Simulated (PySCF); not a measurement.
Bonding in B2H5NO

B₂H₅NO.
Numbering: `[BH2:1][O:2][BH:3][NH2:4]` (hydrogens: H5, H6 on B1; H7 on B3; H8, H9 on N4)

Cartesian coordinates in Å at the PBE0-D3(BJ)/def2-SVP level; atoms count from 1:
```xyz
9
B2H5NO angstrom
B     -1.7713    0.5038    0.3481
O     -0.6671   -0.2698    0.2997
B      0.5812    0.0958   -0.1877
N      1.6208   -0.8214   -0.0750
H     -1.7432    1.6449   -0.0666
H     -2.7780    0.0204    0.8172
H      0.7596    1.1799   -0.6949
H      2.5575   -0.6308   -0.3994
H      1.4947   -1.7310    0.3517
```

Bond orders from the PBE0/pcSseg-1 density (PySCF). Isolated species at its PBE0-D3(BJ)/def2-SVP geometry (one conformer only).

Q: How far do the computed orders between heavy atoms stray from the drawn ones?

A: The largest departure is 0.358, at B3–N4 (drawn single, 1.358). Drawn single, order above 1.12: B1–O2 (1.208) and B3–N4 (1.358).

Q: Set the Mayer orders of the bonds between heavy atoms beside their lengths.

A: 
| bond | drawn as | length (Å) | Mayer order |
| --- | --- | --- | --- |
| B1–O2 | single | 1.349 | 1.208 |
| O2–B3 | single | 1.389 | 1.002 |
| B3–N4 | single | 1.391 | 1.358 |

By pair of heavy elements: B–O: lowest O2–B3 (1.002, 1.389 Å), highest B1–O2 (1.208, 1.349 Å).

Q: And the bonds to hydrogen?

A: B–H: 0.96 to 0.97 (3 bonds); H–N: 0.94 (2 bonds).

Q: Sum the orders of all bonds at each heavy atom with more than one neighbour and set the sums beside the valence in the SMILES.

A: B1 3.133 (drawn 3), O2 2.210 (drawn 2), B3 3.330 (drawn 3), N4 3.241 (drawn 3). Orders between atoms that aren't bonded are not in these sums.

Mayer orders depend on the basis set.

The run behind these numbers computed NMR shieldings as well. On one thread, Intel Xeon at 2.50 GHz (x86_64), on a shared host, this took 21 s (with the writing of density and orbital grids) and 0.44 GiB of memory at its peak.
